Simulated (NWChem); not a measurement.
System: CH3FO2Si; SMILES F[SiH]1OCO1

NWChem input:

```
start job
memory heap 200 mb stack 900 mb global 1100 mb
geometry units angstroms noautoz
  F     -0.479180     1.794312     0.000000
  Si     0.435957     0.484122     0.000000
  O     -0.003471    -0.683468    -1.113300
  C     -0.340500    -1.539440     0.000000
  O     -0.003471    -0.683468     1.113300
  H      1.829994     0.957120     0.000000
  H      0.279348    -2.440905     0.000000
  H     -1.407602    -1.783601     0.000000
end
basis spherical
  F library 6-31g*
  Si library 6-31g*
  O library 6-31g*
  C library 6-31g*
  H library 6-31g*
end
dft
  xc xwpbe 1.00 cpbe96 1.0 hfexch 1.00
  cam 0.25 cam_alpha 0.0 cam_beta 1.0
  iterations 150
  vectors input atomic output neutral.movecs
end
task dft energy
charge 1
dft
  odft
  mult 2
  vectors input atomic output cation.movecs
end
task dft energy
```

NWChem printed, in part:

```
             Northwest Computational Chemistry Package (NWChem) 7.3.0
             --------------------------------------------------------

 CS  symmetry detected

                             Geometry "geometry" -> ""
                             -------------------------

 Output coordinates in angstroms (scale by  1.889725989 to convert to a.u.)

  No.       Tag          Charge          X              Y              Z
 ---- ---------------- ---------- -------------- -------------- --------------
    1 F                    9.0000    -0.47980694    -1.80702943     0.00000000
    2 Si                  14.0000     0.42982230    -0.49300957     0.00000000
    3 O                    8.0000    -0.01450294     0.67272559    -1.11330000
    4 C                    6.0000    -0.35512203     1.52727533     0.00000000
    5 O                    8.0000    -0.01450294     0.67272559     1.11330000
    6 H                    1.0000     1.82583249    -0.96015175     0.00000000
    7 H                    1.0000     0.26093650     2.43133428     0.00000000
    8 H                    1.0000    -1.42323952     1.76695487     0.00000000

 Effective nuclear repulsion energy (a.u.)     252.6507660401

      Symmetry information
      --------------------

 Group name             Cs
 Group number              2
 Group order               2
 No. of unique centers     7

  pbe96 is a nonlocal functional; adding pw91lda local functional.

                                 NWChem DFT Module
                                 -----------------

 Summary of "ao basis" -> "ao basis" (spherical)
 ------------------------------------------------------------------------------
       Tag                 Description            Shells   Functions and Types
 ---------------- ------------------------------  ------  ---------------------
 F                           6-31g*                  6       14   3s2p1d
 Si                          6-31g*                  8       18   4s3p1d
 O                           6-31g*                  6       14   3s2p1d
 C                           6-31g*                  6       14   3s2p1d
 H                           6-31g*                  2        2   2s

      Symmetry analysis of basis
      --------------------------

        a'         53
        a"         27

            General Information
            -------------------
          SCF calculation type: DFT
          Wavefunction type:  closed shell.
          No. of atoms     :     8
          No. of electrons :    48
           Alpha electrons :    24
            Beta electrons :    24
          Charge           :     0
          Spin multiplicity:     1
          Use of symmetry is: on ; symmetry adaption is: on
          Maximum number of iterations: 150
          AO basis - number of functions:    80
                     number of shells:    38
          Convergence on energy requested:  1.00D-06
          Convergence on density requested:  1.00D-05
          Convergence on gradient requested:  5.00D-04

              XC Information
              --------------
                     Hartree-Fock (Exact) Exchange  1.000
                     LC-wPBE(h)Exchange Functional  1.000
            Perdew 1991 LDA Correlation Functional  1.000 local
           PerdewBurkeErnz. Correlation Functional  1.000 non-local

           Range-Separation Parameters
           ---------------------------
           Alpha           :  0.00
           Beta            :  1.00
           Gamma           :  0.25
           Short-Range HF  :     F

             Grid Information
             ----------------
          Grid used for XC integration:  medium
          Radial quadrature: Mura-Knowles
          Angular quadrature: Lebedev.
          Tag              B.-S. Rad. Rad. Pts. Rad. Cut. Ang. Pts.
          ---              ---------- --------- --------- ---------
          F                   0.50       49          11.0       434
          Si                  1.10       88           8.0       590
          O                   0.60       49           8.0       434
          C                   0.70       49           9.0       434
          H                   0.35       45          10.0       434
          Grid pruning is: on
          Number of quadrature shells:   370
          Spatial weights used:  Erf1

      Superposition of Atomic Density Guess
      -------------------------------------

 Sum of atomic energies:        -576.85329577

      Non-variational initial energy
      ------------------------------

 Total energy =    -578.678908
 1-e energy   =   -1300.820767
 2-e energy   =     469.491093
 HOMO         =      -0.352980
 LUMO         =       0.059943

      Symmetry analysis of molecular orbitals - initial
      -------------------------------------------------

  Numbering of irreducible representations:

     1 a'          2 a"

  Orbital symmetries:

     1 a'          2 a'          3 a'          4 a"          5 a'
     6 a'          7 a'          8 a'          9 a"         10 a'
    11 a'         12 a"         13 a'         14 a'         15 a'
    16 a"         17 a'         18 a'         19 a"         20 a'
    21 a"         22 a"         23 a'         24 a'         25 a"
    26 a'         27 a'         28 a'         29 a"         30 a'
    31 a'         32 a'         33 a'         34 a"

[...]
```

Level: LC-wPBE (HJS exchange hole, range parameter 0.25 per bohr)/6-31G* (spherical d), vertical spin-unrestricted ions. Geometry: optimised at B3LYP/6-31G* (spherical d).
